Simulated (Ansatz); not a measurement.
Geometry optimisation, Ansatz 0.2.0, RKS PBE/6-31G*.

The input (input.yaml):

```yaml
crystal:
  periodic: [false, false, false]
  atoms:
    - { symbol: B, position_ang: [0.342618, 0.429992, -0.264758] }
    - { symbol: H, position_ang: [-0.644439, -0.145983, 1.849034] }
    - { symbol: F, position_ang: [1.326834, -0.427256, 0.057432] }
    - { symbol: H, position_ang: [-0.604683, 0.061719, -0.912343] }
    - { symbol: "N", position_ang: [0.460737, 1.846206, 0.12959] }
    - { symbol: H, position_ang: [1.26545, 2.137233, 0.685746] }
    - { symbol: C, position_ang: [-0.500087, 2.886124, -0.188084] }
    - { symbol: H, position_ang: [-1.283428, 2.452501, -0.83108] }
    - { symbol: H, position_ang: [-0.994704, 3.295263, 0.714872] }
    - { symbol: H, position_ang: [-0.038335, 3.728142, -0.735624] }
    - { symbol: H, position_ang: [-0.566366, 0.54286, 1.681614] }
basis:
  gaussian: { orbitals: "6-31G*" }
hamiltonian:
  xc: pbe
relax:
  f_tol: 0.03
  max_steps: 50
output:
  orbitals: {}
```

Launched with:

```bash
$ ansatz run input.yaml --threads 1 --pin off --max-ram 2048MiB --backend cpu --events-out ev --progress --plain --runs-dir out
```

Where does it end, and by what steps?

It converged. The force dipped under the threshold on the way, but the program's further checks kept it going. After 19 steps the energy has fallen by 0.364 eV; H2 moved furthest, 1.24 Å.

| step | energy less start (eV) | largest force component (eV/Å) | accepted |
| --- | --- | --- | --- |
| 0 | 0.0000 | 2.261 | yes |
| 1 | -0.2111 | 0.964 | yes |
| 2 | -0.2908 | 0.380 | yes |
| 3 | -0.3283 | 0.166 | yes |
| 4 | -0.3394 | 0.255 | yes |
| 5 | -0.3386 | 0.272 | no |
| 6 | -0.3454 | 0.094 | yes |
| 7 | -0.3499 | 0.032 | yes |
| 8 | -0.3462 | 0.497 | no |
| 9 | -0.3522 | 0.020 | yes |
| 10 | -0.3537 | 0.111 | yes |
| 11 | -0.3555 | 0.151 | yes |
| 12 | -0.3533 | 0.262 | no |
| 13 | -0.3581 | 0.033 | yes |
| 14 | -0.3597 | 0.028 | yes |
| 15 | -0.3613 | 0.109 | yes |
| 16 | -0.3622 | 0.141 | yes |
| 17 | -0.3630 | 0.064 | yes |
| 18 | -0.3636 | 0.017 | yes |
| 19 | -0.3640 | 0.013 | yes |

```xyz
11
Properties=species:S:1:pos:R:3
B 0.596 0.530 -0.748
H -1.195 0.444 2.788
F 1.643 -0.302 -0.551
H -0.252 0.238 -1.556
N 0.511 1.720 -0.007
H 1.252 1.934 0.663
C -0.534 2.726 -0.113
H -1.269 2.398 -0.864
H -1.066 2.869 0.847
H -0.131 3.705 -0.432
H -0.791 0.543 2.161
```

Whether the end is a true minimum wasn't checked by a vibrational analysis.

Run time: 28 s on 1 thread of INTEL(R) XEON(R) PLATINUM 8581C CPU @ 2.30GHz (Emerald Rapids), on a shared host, peak memory 0.17 GiB.
